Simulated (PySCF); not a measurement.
Isomers of C3H7GeNO2, one conformer each. The calculation used core-valence-separated Tamm–Dancoff BHandHLYP/aug-pcX-1 (pcseg-1 on H, def2-SVPD on Ge) in PySCF, non-relativistic, gas phase, PBE0-D3(BJ)/def2-SVP geometry. BHandHLYP without relativity tends to put these K edges a few eV too low, so spacings mean more than positions.

P. `[NH](C=O)[GeH2][C](C)=O`
Q. `C=N[C@@H]1C[O][GeH2][O]1`

Main lines, eV (oscillator strength):
1. C K: 282.7 (0.066), 286.6 (0.032), 286.8 (0.009), 287.1 (0.012), 287.2 (0.010); N K: 396.0 (0.062); O K: 531.8 (0.019), 531.9 (0.019), 533.4 (0.013), 533.4 (0.002), 533.5 (0.010)
2. C K: 283.1 (0.077), 284.6 (0.085), 285.6 (0.015), 286.3 (0.019), 286.8 (0.025); N K: 399.5 (0.024), 399.7 (0.014), 400.3 (0.032), 401.8 (0.006), 402.3 (0.003); O K: 528.4 (0.051), 529.6 (0.042), 534.1 (0.006)
Listed: the first five lines at most of each edge with a tenth or more of its strongest line's intensity; roots within 0.03 eV on the same or equivalent atoms are summed. Only the lowest roots were sought, and the top ones are left out.

Which spectrum belongs to which isomer?

1 = Q, 2 = P.
- P: first C line listed at 283.1 eV, hole on the carbonyl carbon (1s→π*); first N line listed at 399.5 eV, hole on the amide nitrogen; first O line listed at 528.4 eV, hole on the carbonyl oxygen (1s→π*).
- Q: first C line listed at 282.7 eV, hole on the imine carbon (1s→π*); first N line listed at 396.0 eV, hole on the imine nitrogen; first O line listed at 531.8 eV, hole on the oxygen bonded to C and Ge.

What are the ground-state energies of the isomers at BHandHLYP/aug-pcX-1 (pcseg-1 on H, def2-SVPD on Ge), relative to the lowest?

P 0.0, Q 43.6 kJ/mol (electronic energies on these geometries, no dispersion or zero-point terms).
